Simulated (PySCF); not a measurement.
SiH₃Cl, SMILES [SiH3]Cl. Atoms are numbered in the order given.

```xyz
5

Si     0.0000     0.0000    -0.9919
Cl     0.0000     0.0000     1.0744
H      1.2122     0.6999    -1.4596
H     -1.2122     0.6999    -1.4596
H      0.0000    -1.3997    -1.4596
```
Charge 0, spin multiplicity 1.

Geometry: B3LYP-D3(BJ)/def2-TZVP. The isomer is the one that the SMILES or the coordinates give; other isomers of the formula were not compared.

Method: ωB97X/def2-TZVPD (PySCF).

Gas-phase values at a fixed geometry.

Estimate the frontier levels, gap, dipole moment and polarisability. (The exact figures need the calculation; the answer reports its results.)


highest occupied level: -11.49 eV
lowest empty level: 1.60 eV
orbital gap: 13.08 eV
dipole moment: 1.40 D
quadrupole, principal values (traceless, Buckingham form, about the centre of nuclear charge): -0.40, -0.40, 0.79 D·Å
mean static polarisability: 42.2 bohr³ (6.25 Å³)
polarisability, principal values: 38.8, 38.8, 49.0 bohr³
